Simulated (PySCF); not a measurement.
C2H8FNSi2, SMILES N[Si@H]1[SiH2]C[C@@H]1F.

Geometry: r2SCAN-D4/def2-SVP. The structure was generated by enumeration; whether it is a known compound was not checked. The values are those of a single conformer.

Method: r2SCAN/def2-TZVP (PySCF).

Isolated molecule, no solvent.

Q: Estimate the frontier levels, gap, dipole moment and polarisability. (Estimate from the structure and the level; the computed values follow.)

A: 
```
Item                                                                                                            Result
---------------------------------------------------------------------------------------------  -----------------------
highest occupied level                                                                                        -5.89 eV
lowest empty level                                                                                            -0.77 eV
orbital gap                                                                                                    5.12 eV
dipole moment                                                                                                   1.94 D
quadrupole, principal values (traceless, Buckingham form, about the centre of nuclear charge)  -11.79, 1.27, 10.52 D·Å
mean static polarisability                                                                       86.3 bohr³ (12.79 Å³)
polarisability, principal values                                                                74.2, 85.5, 99.2 bohr³
```
